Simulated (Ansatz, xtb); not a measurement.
Ranking isomers of C6H7NO2

8 gas-phase structures of C6H7NO2, from a drawn sample of its isomers (lower ones may exist). Each was relaxed with GFN2-xTB; where two conformers were screened, the lower at r2SCAN-D4/def2-SVP is listed:

A. `[H]/N=C(/O)[C@H]1C=C1C(=C)O`, a singlet
B. `[H]/N=C(\O)C1=C[C@H]1C(=C)O`, a singlet
C. `C=C(O)C1=CC/1=C(/N)O`, a singlet
D. `CC(=O)C1=CC/1=C(/N)O`, a singlet
E. `[H]/N=C(\O)[C@H]1C=C1C(C)=O`, a singlet
F. `CC(=O)C1=C[C@@H]1C(N)=O`, a singlet
G. `C=C(O)C1=C[C@@H]1C(N)=O`, a singlet
H. `C=C(O)C1=CC/1=C(\N)O`, a singlet

Problem. Make a reasoned guess at their ranking by r2SCAN-D4/def2-SVP single-point energy.

Solution. Calculated order at r2SCAN-D4/def2-SVP: F (0.0), G (39.5), E (75.7), A (100.3), B (128.8), D (147.6), C (209.0), H (211.9) kJ/mol. Less than 1 kcal/mol parts C and H, so the order within that pair means little.

Energies above the lowest of each column, in kJ/mol; the last columns are at B3LYP/def2-SVP geometries and were run for some of them only (a dash: not run or not comparable):

| structure | GFN2-xTB | HF/STO-3G | r2SCAN-D4/def2-SVP | B3LYP/def2-SVP | CCSD(T)/def2-SVP + ΔMP2/def2-TZVPP |
| --- | --- | --- | --- | --- | --- |
| F | 0.0 | 0.0 | 0.0 | 0.0 | 0.0 |
| G | 28.3 | 74.0 | 39.5 | 42.4 | 33.5 |
| E | 40.1 | 34.5 | 75.7 | – | – |
| A | 66.4 | 96.1 | 100.3 | 100.7 | 78.3 |
| B | 88.1 | 126.7 | 128.8 | – | – |
| D | 111.2 | 149.5 | 147.6 | – | – |
| C | 152.0 | 195.4 | 209.0 | – | – |
| H | 150.8 | 204.6 | 211.9 | – | – |

Every level run on F puts it lowest or level with the lowest. Some further structures that were screened fall inside this span and aren't listed. Flexible structures stand in one conformer each, not always the lowest. Frequencies (GFN2-xTB) were run for A, F, G alone. The ΔMP2 step shifts differences by up to 23.7 kJ/mol, which makes them less sure. ΔMP2 is the change of the MP2 energy from the smaller to the larger basis.

Over these structures GFN2-xTB departs from r2SCAN-D4/def2-SVP by 14.6 kJ/mol on average once a common shift is removed. A GFN2-xTB relaxation took about 0.35 s and the r2SCAN-D4/def2-SVP energy about 3.6 s on a shared host (Ansatz 0.2.0, xtb 6.7.1).
